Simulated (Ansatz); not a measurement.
`CC(C)[O][Cd][NH2]`. The species carries charge 0 and has multiplicity 1. Cd: def2 effective core potential. Geometry: relaxed with PBE0-D4/def2-TZVP. It is one conformer, not always the lowest.

```xyz
15

C     0.035   -0.543   -1.728
C     0.385   -1.195   -0.400
C    -0.866   -1.540    0.392
O     1.275   -0.414    0.346
Cd    0.743    1.381    0.968
N     0.198    3.204    1.596
H     0.945   -0.289   -2.275
H    -0.535    0.380   -1.559
H    -0.577   -1.197   -2.355
H     0.916   -2.135   -0.616
H    -0.596   -1.993    1.348
H    -1.514   -2.234   -0.151
H    -1.451   -0.632    0.593
H     0.810    3.927    1.235
H     0.231    3.281    2.607
```

(1) What is the dipole moment at B3LYP/def2-TZVPP? (Estimate.)

(2) And with PBE, r2SCAN, ωB97M-V? (Estimate.)

(3) Give the Mulliken charges with B3LYP, ωB97M-V, PBE in def2-TZVPP. (Best estimate.)

Results:

(1) Computed: 0.71 D, with components (0.02, 0.63, 0.31) D in this frame, pointing from negative to positive charge.

(2) The calculation gave: PBE 0.66 D, r2SCAN 0.68 D, ωB97M-V 0.72 D.

(3) The calculation gave: 
```json
{"atom": "C1", "B3LYP": "-0.27", "ωB97M-V": "-0.31", "PBE": "-0.26"}
{"atom": "C2", "B3LYP": "0.28", "ωB97M-V": "0.15", "PBE": "0.24"}
{"atom": "C3", "B3LYP": "-0.27", "ωB97M-V": "-0.31", "PBE": "-0.26"}
{"atom": "O4", "B3LYP": "-0.61", "ωB97M-V": "-0.60", "PBE": "-0.52"}
{"atom": "Cd5", "B3LYP": "0.70", "ωB97M-V": "0.76", "PBE": "0.60"}
{"atom": "N6", "B3LYP": "-0.56", "ωB97M-V": "-0.55", "PBE": "-0.54"}
{"atom": "H7", "B3LYP": "0.09", "ωB97M-V": "0.12", "PBE": "0.09"}
{"atom": "H8", "B3LYP": "0.04", "ωB97M-V": "0.07", "PBE": "0.05"}
{"atom": "H9", "B3LYP": "0.07", "ωB97M-V": "0.10", "PBE": "0.07"}
{"atom": "H10", "B3LYP": "0.04", "ωB97M-V": "0.07", "PBE": "0.04"}
{"atom": "H11", "B3LYP": "0.09", "ωB97M-V": "0.12", "PBE": "0.09"}
{"atom": "H12", "B3LYP": "0.07", "ωB97M-V": "0.10", "PBE": "0.07"}
{"atom": "H13", "B3LYP": "0.04", "ωB97M-V": "0.07", "PBE": "0.05"}
{"atom": "H14", "B3LYP": "0.13", "ωB97M-V": "0.11", "PBE": "0.14"}
{"atom": "H15", "B3LYP": "0.13", "ωB97M-V": "0.11", "PBE": "0.14"}
```

B3LYP here is the variant with VWN-RPA as its local correlation; programs differ in this.
